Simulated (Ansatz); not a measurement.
CH6OSSiSn (`C[S][Sn][O][SiH3]`) at its PBE0-D4/def2-TZVP geometry, where that method's forces vanish. Total charge 0; spin multiplicity 1. Sn: def2 effective core potential.

```tsv
atom	x (Å)	y (Å)	z (Å)
C1	-0.071	-0.031	2.275
S2	0.959	-1.511	2.082
Sn3	1.262	-1.814	-0.294
O4	0.189	-0.226	-0.842
Si5	-0.268	0.519	-2.218
H6	-0.325	0.392	1.304
H7	-0.981	-0.309	2.807
H8	0.481	0.701	2.864
H9	0.238	1.918	-2.239
H10	0.267	-0.186	-3.421
H11	-1.753	0.549	-2.319
```

**Question.** For each bond, give half the difference of the two atoms' forces along it (eV/Å; positive pushes the atoms apart) under PBE-D4, r2SCAN-D4, B3LYP-D4, ωB97M-V in def2-TZVPP. (Estimate.)

**Answer.** Computed: 
```tsv
bond	length (Å)	PBE-D4	r2SCAN-D4	B3LYP-D4	ωB97M-V
C1–S2	1.814	0.10	0.15	0.27	0.18
C1–H6	1.089	0.12	-0.04	-0.10	-0.09
C1–H7	1.089	0.10	-0.04	-0.08	-0.08
C1–H8	1.089	0.10	-0.04	-0.08	-0.08
S2–Sn3	2.414	0.27	0.07	0.21	-0.15
Sn3–O4	1.993	0.29	0.08	0.26	-0.05
O4–Si5	1.631	0.29	0.06	0.03	0.18
Si5–H9	1.488	0.02	-0.03	-0.09	-0.14
Si5–H10	1.493	-0.01	-0.05	-0.07	-0.11
Si5–H11	1.488	0.02	-0.03	-0.09	-0.14
```

B3LYP here is the variant with VWN-RPA as its local correlation; programs differ in this.
